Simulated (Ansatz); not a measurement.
Reactions of CH9AlSi3 (`[SiH3]C[SiH]1[AlH][SiH2]1`).

Isolated molecules relaxed with PBE0-D4/def2-TZVP in Ansatz; ΔE leaves out vibrations. CCSD(T)/CBS adds triple-zeta CCSD(T) − MP2 to the extrapolated MP2 energy (def2 sets, frozen cores). This one scheme is used for every species. def2 core potentials past Kr. For Te outer-core shells are correlated without core-valence functions, which leaves a few kJ/mol of doubt a bond. Each species was taken in one conformer, which may not be the lowest.

Task: Order these by ΔE at CCSD(T)/CBS, lowest first. (Best estimate.)
A. `[SiH3]C[SiH]1[AlH][SiH2]1` + H–F → `FC[SiH]1[AlH][SiH2]1` + SiH₄
B. `[SiH3]C[SiH]1[AlH][SiH2]1` + `CF` → `FC[SiH]1[AlH][SiH2]1` + `C[SiH3]`
C. `[SiH3]C[SiH]1[AlH][SiH2]1` + `CC` → `CC[SiH]1[AlH][SiH2]1` + `C[SiH3]`
D. `[SiH3]C[SiH]1[AlH][SiH2]1` + H₂Te → `[SiH3][TeH]` + `C[SiH]1[AlH][SiH2]1`

Result: D (-53.7 kJ/mol), C (+14.1 kJ/mol), B (+27.6 kJ/mol), A (+125.2 kJ/mol).

Largest T1 diagnostic: 0.014, for `FC[SiH]1[AlH][SiH2]1`.
